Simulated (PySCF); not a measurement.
Zn(Et) (C2H5Zn), SMILES C[CH2][Zn+], charge +1. The structure is a stationary point at PBE0-D3(BJ)/def2-SVP. The multiplicity is an assumed one; other spin states were not compared. The isomer is the one that the SMILES or the coordinates give; other isomers of the formula were not compared.

The numbers are results of PySCF with PBE0-D3(BJ)/def2-SVP, not measurements.

Harmonic wavenumbers (cm⁻¹): 221, 258, 427, 681, 913, 925, 1065, 1134, 1220, 1370, 1427, 1431, 1467, 3029, 3099, 3138, 3184, 3199. Rotational constants (GHz): 30.84, 3.735, 3.482; symmetry number 1.

Work out the zero-point energy and the ideal-gas rigid-rotor harmonic-oscillator thermochemistry at 298.15 K and 1 atm.

ZPE = ½ Σ hcν = ½ × 28188 cm⁻¹ = 168.60 kJ/mol. H − E(el) = 182.72 kJ/mol. Entropy in J/(mol K): translation 165.47, rotation 101.24, vibration 22.25, total 288.96. G − E(el) = 96.57 kJ/mol. Cp = 66.46 J/(mol K).
